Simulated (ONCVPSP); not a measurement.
## Before and after: ONCV potential for Ca (Z = 20)

```
Element                 : calcium (Ca)
Generator               : ONCVPSP 4.0.1
Type                    : optimised norm-conserving Vanderbilt (ONCV)
Functional              : PBE
Relativity              : scalar-relativistic
Frozen core             : [Ne]
Valence charge          : 10
Reference configuration : 3s2 3p6 4s2
Partial waves           : 3s+4s: rc 2.05 bohr, ncon 3, nbas 7, qcut 6.4 1/bohr, 3 projectors, debl 0.9 Ha; 3p: rc 1.50 bohr, ncon 4, nbas 7, qcut 10.7 1/bohr, 2 projectors, debl 3.7 Ha; d scattering state at 0.13 Ha: rc 1.95 bohr, ncon 3, nbas 7, qcut 4.5 1/bohr, 2 projectors, debl 3.3 Ha; f scattering state at 0.18 Ha: rc 1.60 bohr, ncon 4, nbas 8, qcut 6.3 1/bohr, 2 projectors, debl 1.1 Ha
Local potential         : polynomial inside 1.50 bohr (lpopt 5, dvloc0 4 Ha)
Core correction         : Teter function, fcfact 2.25, rcfact 1.4
```

In the d channel the program set the typed energies aside and used -0.072, 3.228 Ha.

Change: s: qcut 7.9; p: qcut 13.1; d: qcut 5.5; f: qcut 7.7.

Cutoffs: the cutoffs (Ha) at which the residual kinetic energy of the hardest occupied pseudo-wave falls to 1 and 0.1 mHa per electron; they do not see the model core or the augmentation charge, which bear on the density cutoff. Errors are all-electron minus pseudo energies relative to the spin-unpolarised reference configuration.

Problem. How do hardness, ghosts and transferability respond?

Solution. The potential gets harder (18 Ha and 32 Ha → 31 Ha and 42 Ha); of the 4 tests that both files solve, the error grows in 0 and shrinks in 2 by more than 15 % and 0.3 meV (median size 1.6 → 1.1 meV); neither file shows a bound ghost.

```csv
quantity,base,changed
"cutoff, loose",18 Ha,31 Ha
"cutoff, tight",32 Ha,42 Ha
loose cutoff by channel,"s 10 Ha, p 18 Ha","s 16 Ha, p 31 Ha"
bound ghosts,none,none
GHOST(+) flags under 300 eV,none,none
"error for 3s2 3p6 4s1, meV [ΔE 6.31 eV]",-0.5,-0.4
"error for 3s2 3p6 4s0, meV [ΔE 18.13 eV]",-2.8,-1.9
"error for 3s2 3p6 4s1.5, meV [ΔE 2.50 eV]",-0.1,-0.1
"error for 3s2 3p6 3d1 4s0, meV [ΔE 7.69 eV]",+56,+35
s: phases at 2.08 bohr within 0.05 rad from the reference energy up to (Ha; the scan ends near 5),to the end of the scan,to the end of the scan
p: phases at 1.53 bohr within 0.05 rad from the reference energy up to (Ha; the scan ends near 5),to the end of the scan,to the end of the scan
d: phases at 1.98 bohr within 0.05 rad from the reference energy up to (Ha; the scan ends near 5),1.7,1.7
f: phases at 1.62 bohr within 0.05 rad from the reference energy up to (Ha; the scan ends near 5),to the end of the scan,to the end of the scan
"rms error of d²Exc/dni dnj with the model core, mHa",0.78,0.71
```

Base: The cutoffs count occupied waves only; projector 2 of the d channel, the hardest unoccupied one, needs 72 Ha at the loose tolerance.
